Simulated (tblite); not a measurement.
Compound: C5H8B2Cl2.
Atom-mapped SMILES: `[CH3:1][C:2]1=[CH:3][C@H:4]([BH:5][B:6]([Cl:7])[Cl:8])[CH2:9]1` (hydrogens: H10, H11, H12 on C1; H13 on C3; H14 on C4; H15 on B5; H16, H17 on C9)

Computed with GFN2-xTB (tblite), gas phase: L-BFGS steps from a force-field or distance-geometry start until the largest atomic force falls under 0.01 eV/Å.

Step 31: E = -716.5601 eV
```
atom  x, y, z in Å  |  force x, y, z in eV/Å
C1     -2.7151    0.4371    0.6342   -0.018   0.009  -0.003
C2     -1.4140   -0.0660    0.1218    0.007  -0.027   0.052
C3     -0.7383   -1.2121    0.1993    0.024  -0.011  -0.022
C4      0.4718   -0.6887   -0.5340    0.004  -0.056   0.010
B5      1.8645   -0.5714    0.1773   -0.023  -0.007   0.001
B6      3.1378    0.2811   -0.5425    0.012  -0.021   0.007
Cl7     4.6908    0.3804    0.2131    0.040   0.025  -0.004
Cl8     3.0256    1.0874   -2.0688   -0.027   0.001   0.004
C9     -0.3424    0.6503   -0.6588   -0.005  -0.027   0.023
H10    -2.8745    1.4625    0.3120   -0.026   0.025  -0.015
H11    -3.5385   -0.1785    0.2750   -0.006  -0.008  -0.027
H12    -2.7360    0.4076    1.7236    0.019   0.004   0.001
H13    -0.9371   -2.1760    0.6328    0.009   0.052   0.001
H14     0.5957   -1.1447   -1.5226    0.003   0.002  -0.007
H15     2.0048   -1.0822    1.2253   -0.017   0.002  -0.025
H16     0.1024    1.5120   -0.1635   -0.003   0.008  -0.002
H17    -0.6046    0.9133   -1.6813    0.009   0.030   0.007
```

Step 32: E = -716.5607 eV
```
atom  x, y, z in Å  |  force x, y, z in eV/Å
C1     -2.7159    0.4379    0.6309   -0.004   0.010   0.001
C2     -1.4128   -0.0655    0.1241   -0.001  -0.056   0.026
C3     -0.7389   -1.2128    0.2003    0.029  -0.014  -0.030
C4      0.4730   -0.6897   -0.5303   -0.003  -0.054   0.007
B5      1.8651   -0.5726    0.1803   -0.021  -0.008   0.006
B6      3.1338    0.2823   -0.5433    0.016  -0.018  -0.003
Cl7     4.6900    0.3837    0.2042    0.044   0.028  -0.003
Cl8     3.0127    1.0865   -2.0711   -0.024  -0.003   0.015
C9     -0.3395    0.6500   -0.6542   -0.006  -0.022   0.024
H10    -2.8721    1.4630    0.3056   -0.040   0.018  -0.012
H11    -3.5383   -0.1793    0.2708    0.005   0.007  -0.021
H12    -2.7375    0.4109    1.7202    0.005   0.007   0.004
H13    -0.9399   -2.1776    0.6306    0.009   0.053   0.006
H14     0.6014   -1.1440   -1.5192   -0.016   0.001  -0.006
H15     2.0064   -1.0867    1.2260   -0.008   0.000  -0.014
H16     0.1044    1.5096   -0.1556    0.011   0.025   0.003
H17    -0.5988    0.9164   -1.6763    0.002   0.028  -0.001
```

Step 33: E = -716.5612 eV
```
atom  x, y, z in Å  |  force x, y, z in eV/Å
C1     -2.7168    0.4389    0.6278    0.011   0.007   0.002
C2     -1.4119   -0.0657    0.1265   -0.005  -0.055  -0.009
C3     -0.7392   -1.2137    0.2008    0.018  -0.014  -0.026
C4      0.4741   -0.6915   -0.5268   -0.007  -0.029  -0.005
B5      1.8654   -0.5739    0.1831   -0.008  -0.008   0.006
B6      3.1305    0.2830   -0.5440    0.020  -0.014  -0.009
Cl7     4.6903    0.3875    0.1958    0.039   0.029  -0.006
Cl8     3.0005    1.0856   -2.0729   -0.019  -0.006   0.025
C9     -0.3370    0.6494   -0.6497   -0.001  -0.009   0.017
H10    -2.8706    1.4637    0.2996   -0.044   0.003  -0.006
H11    -3.5381   -0.1799    0.2666    0.016   0.020  -0.012
H12    -2.7388    0.4140    1.7172   -0.011   0.009   0.005
H13    -0.9425   -2.1784    0.6287    0.008   0.028   0.017
H14     0.6065   -1.1435   -1.5162   -0.033  -0.003  -0.009
H15     2.0076   -1.0907    1.2265    0.001  -0.004   0.003
H16     0.1063    1.5077   -0.1484    0.019   0.027   0.006
H17    -0.5934    0.9197   -1.6715   -0.002   0.019   0.002
```

**Question.** Estimate the geometry and energy of step 34. (The exact step hangs on the optimiser's Hessian estimate; all steps are aligned on step 33, rigid shifts and turns removed.)

**Answer.** E = -716.5615 eV, largest force 0.045 eV/Å
```
atom  x, y, z in Å  |  force x, y, z in eV/Å
C1     -2.7173    0.4397    0.6256    0.018   0.002   0.002
C2     -1.4114   -0.0667    0.1281   -0.006  -0.028  -0.035
C3     -0.7390   -1.2148    0.2006    0.000  -0.011  -0.015
C4      0.4749   -0.6933   -0.5244   -0.004   0.002  -0.016
B5      1.8655   -0.5751    0.1852    0.008  -0.008   0.003
B6      3.1287    0.2831   -0.5448    0.021  -0.012  -0.007
Cl7     4.6913    0.3908    0.1896    0.028   0.027  -0.010
Cl8     2.9913    1.0849   -2.0736   -0.016  -0.008   0.028
C9     -0.3352    0.6488   -0.6461    0.005   0.005   0.007
H10    -2.8704    1.4643    0.2952   -0.039  -0.012  -0.001
H11    -3.5377   -0.1799    0.2634    0.019   0.024  -0.004
H12    -2.7399    0.4164    1.7150   -0.021   0.011   0.002
H13    -0.9443   -2.1784    0.6277    0.006  -0.005   0.027
H14     0.6096   -1.1433   -1.5143   -0.041  -0.007  -0.016
H15     2.0085   -1.0937    1.2268    0.006  -0.007   0.017
H16     0.1079    1.5067   -0.1431    0.018   0.016   0.007
H17    -0.5896    0.9225   -1.6679   -0.004   0.009   0.011
```

The energy changes by -0.0004 eV. The first-order estimate −F·Δx gives -0.0005 eV and the mean of the old and new forces, exact on a quadratic surface, -0.0004 eV. The step makes an angle of 77° with the force vector and moves no atom by more than 0.009 Å.

What follows is the cost of the whole relaxation. On an Arm Neoverse N1 with one thread, shared host with 64 logical CPUs at a one-minute load of 60, this took 2.3 s of wall time.
